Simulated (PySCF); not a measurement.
CH4Sn (SMILES [CH3][SnH]), singlet, geometry from GFN2-xTB (such geometries of metal compounds can be far from the true shape) (core potentials on Sn); BHANDHLYP/def2-SVP, TDA in PySCF.

PySCF was given this input:
```python
from pyscf import gto, scf, dft, tdscf

mol = gto.Mole()
mol.atom = '''
    Sn   -0.004436    0.255874    0.249254
    H    -0.170390    1.474631   -1.099845
    C     0.041163   -1.484653   -1.176161
    H     0.875613   -1.395495   -1.872182
    H    -0.870792   -1.522914   -1.772463
    H     0.140412   -2.441992   -0.661240
'''
mol.basis = 'def2-svp'
mol.ecp = {'Sn': 'def2-svp'}
mol.charge = 0
mol.spin = 0
mol.verbose = 4
mol.build()

mf = dft.RKS(mol)
mf.xc = 'bhandhlyp'
mf.kernel()
td = mf.TDA()
td.nstates = 5
td.kernel()
td.analyze(verbose=3)
```

### Question
What does PySCF print? Leave out banner, timings and long lists.

### Answer

```
PySCF version 2.14.0

[INPUT] verbose = 4
[INPUT] num. atoms = 6
[INPUT] num. electrons = 32
[INPUT] charge = 0
[INPUT] spin (= nelec alpha-beta = 2S) = 0
[INPUT] symmetry False subgroup None
[INPUT] Mole.unit = angstrom
[INPUT] Symbol           X                Y                Z      unit          X                Y                Z       unit  Magmom
[INPUT]  1 Sn    -0.004436000000   0.255874000000   0.249254000000 AA   -0.008382825089   0.483531782397   0.471021795452 Bohr   0.0
[INPUT]  2 H     -0.170390000000   1.474631000000  -1.099845000000 AA   -0.321990434365   2.786648724794  -2.078405829472 Bohr   0.0
[INPUT]  3 C      0.041163000000  -1.484653000000  -1.176161000000 AA    0.077786796465  -2.805587560014  -2.222622168395 Bohr   0.0
[INPUT]  4 H      0.875613000000  -1.395495000000  -1.872182000000 AA    1.654668761109  -2.637103358200  -3.537911235340 Bohr   0.0
[INPUT]  5 H     -0.870792000000  -1.522914000000  -1.772463000000 AA   -1.645558391462  -2.877890371266  -3.349469635925 Bohr   0.0
[INPUT]  6 H      0.140412000000  -2.441992000000  -0.661240000000 AA    0.265340224602  -4.614696078379  -1.249562502607 Bohr   0.0

nuclear repulsion = 60.9091126441394
number of shells = 28
number of NR pGTOs = 113
number of NR cGTOs = 60
basis = def2-svp
ecp = {'Sn': 'def2-svp'}

******** <class 'pyscf.dft.rks.RKS'> ********
method = RKS
initial guess = minao
damping factor = 0
level_shift factor = 0
DIIS = <class 'pyscf.scf.diis.CDIIS'>
diis_start_cycle = 1
diis_space = 8
diis_damp = 0
SCF conv_tol = 1e-09
SCF conv_tol_grad = None
SCF max_cycles = 50
direct_scf = True
direct_scf_tol = 1e-13
XC library pyscf.dft.libxc version 7.1.2
    S. Lehtola, C. Steigemann, M. J. T. Oliveira, and M. A. L. Marques,  SoftwareX 7, 1–5 (2018)
XC functionals = bhandhlyp
    A. D. Becke,  J. Chem. Phys. 98, 1372 (1993)
    Defined through Gaussian implementation.
radial grids:
    Treutler-Ahlrichs [JCP 102, 346 (1995); DOI:10.1063/1.469408] (M4) radial grids

becke partition: Becke, JCP 88, 2547 (1988); DOI:10.1063/1.454033
pruning grids: <function nwchem_prune>
grids dens level: 3
symmetrized grids: False
atomic radii adjust function: <function treutler_atomic_radii_adjust>
small_rho_cutoff = 0
Set gradient conv threshold to 3.16228e-05
Initial guess from minao.
tot grids = 75312
init E= -231.562638801965
  HOMO = -0.759609121002383  LUMO = -0.709656479837532  gap/eV = 1.35928
cycle= 1 E= -253.432266391251  delta_E= -21.9  |g|= 2.15  |ddm|= 6.76
  HOMO = -0.0116724860658  LUMO = 0.0109551543423585  gap/eV = 0.61573
cycle= 2 E= -253.643146097141  delta_E= -0.211  |g|= 1.89  |ddm|= 9.47
  HOMO = -0.227230940831312  LUMO = -0.0731947113503306  gap/eV = 4.19154
cycle= 3 E= -254.625104122727  delta_E= -0.982  |g|= 0.202  |ddm|= 7.74
  HOMO = -0.262446173364964  LUMO = -0.0723719189886847  gap/eV = 5.17218
cycle= 4 E= -254.633701989358  delta_E= -0.0086  |g|= 0.165  |ddm|= 0.447
  HOMO = -0.25728020771211  LUMO = -0.0677951663237319  gap/eV = 5.15615
cycle= 5 E= -254.641470617973  delta_E= -0.00777  |g|= 0.00919  |ddm|= 0.172
  HOMO = -0.25957148613284  LUMO = -0.0691313875039619  gap/eV = 5.18214
cycle= 6 E= -254.641529528684  delta_E= -5.89e-05  |g|= 0.00204  |ddm|= 0.0417
  HOMO = -0.259388986402019  LUMO = -0.0690479192167643  gap/eV = 5.17944
cycle= 7 E= -254.641532773089  delta_E= -3.24e-06  |g|= 0.000449  |ddm|= 0.00909
  HOMO = -0.259336071880504  LUMO = -0.0690212272256971  gap/eV = 5.17873
cycle= 8 E= -254.641532878967  delta_E= -1.06e-07  |g|= 8.7e-05  |ddm|= 0.00138
  HOMO = -0.259337833754174  LUMO = -0.0690228154935291  gap/eV = 5.17874
cycle= 9 E= -254.641532884096  delta_E= -5.13e-09  |g|= 1.81e-05  |ddm|= 0.0003
  HOMO = -0.25933809133751  LUMO = -0.0690221378802516  gap/eV = 5.17876
cycle= 10 E= -254.641532884259  delta_E= -1.63e-10  |g|= 3.43e-06  |ddm|= 4.58e-05
  HOMO = -0.259338074029648  LUMO = -0.0690218829734448  gap/eV = 5.17877
Extra cycle  E= -254.641532884264  delta_E= -5.85e-12  |g|= 2.38e-06  |ddm|= 9.47e-06
converged SCF energy = -254.641532884264

******** <class 'pyscf.tdscf.rks.TDA'> for <class 'pyscf.dft.rks.RKS'> ********
nstates = 5 singlet
deg_eia_thresh = 1.000e-03
wfnsym = None
conv_tol = 1e-05
eigh lindep = 1e-12
eigh level_shift = 0
eigh max_cycle = 100

Excitation energies (eV)
[2.48292873 3.88383416 6.17027885 7.03420322 7.69437961]

** Singlet excitation energies and oscillator strengths **
Excited State   1:      2.48293 eV    499.35 nm  f=0.0312
Excited State   2:      3.88383 eV    319.23 nm  f=0.0000
Excited State   3:      6.17028 eV    200.94 nm  f=0.3171
Excited State   4:      7.03420 eV    176.26 nm  f=0.1488
Excited State   5:      7.69438 eV    161.14 nm  f=0.2402
```
